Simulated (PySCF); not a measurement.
## Ionisation energy of Nb by level of theory

Nb [Kr] 4d4 5s1 (6D) → Nb⁺ [Kr] 4d4 (5D), as a difference of total energies. Calculation: PySCF 2.14, in def2-SVP with the def2 core potential (28 electrons) (5s3p2d1f, 31 functions); scalar relativity through the core potential. Correlated levels: valence: 4s2 4p6 frozen. The calculations carry no spin-orbit coupling.

| method | ionisation energy (eV) |
| --- | --- |
| UHF | 6.030 |
| BP86 | 7.379 |
| MN15 | 6.890 |
| MP2 (valence) | 6.374 |
| SCS-MP2 (valence) | 6.144 |

Errors of the correlated levels include the incompleteness of this basis and the frozen core.

Q: Which method comes closest to the reference value, and which is furthest?

A: The reference is 6.776 eV (measured; NIST levels, between the centres of gravity of the two terms). Closest: MN15 (error 0.114 eV); furthest: UHF (error -0.746 eV).
